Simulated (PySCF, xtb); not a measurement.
CBrCl2F, SMILES FC(Cl)(Cl)Br.

GFN2-xTB run with xtb at its own geometry gives an orbital gap of 4.30 eV and a dipole moment of 2.32 D.

Coordinates come from a PBE0-D3(BJ)/def2-SVP optimisation.

Q: What does PySCF with PBE/def2-TZVP give? (The exact figures need the calculation; the answer reports its results.)

A: gap 4.61 eV (levels -7.30 and -2.69 eV), dipole 0.25 D.
